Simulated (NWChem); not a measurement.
# CdCl cation; SMILES [Cd+][Cl]

Program: NWChem. Coordinates come from a PBE0/def2-SVP optimisation. def2 effective core potentials on Cd; no spin-orbit coupling. B3LYP is NWChem's, with the RPA form of VWN correlation. Vertical excitations in the gas phase; the lowest state need not have the same character in each row.

| level | lowest excitation, singlet (eV) | oscillator strength of that lowest state | lowest state with f > 0.02, singlet (eV) | oscillator strength of that bright state | orbital gap (eV) |
|---|---|---|---|---|---|
| PBE/def2-SVPD, TDA | 1.66 | 0.002 | 4.97 | 0.182 | 1.44 |
| B3LYP/def2-SVPD, TDA | 1.89 | 0.003 | 4.98 | 0.227 | 2.98 |
| PBE0/def2-SVPD, TDA | 2.14 | 0.003 | 5.10 | 0.236 | 3.54 |
| Hartree-Fock/def2-SVPD, CIS | 3.82 | 0.010 | 5.59 | 0.240 | 9.47 |
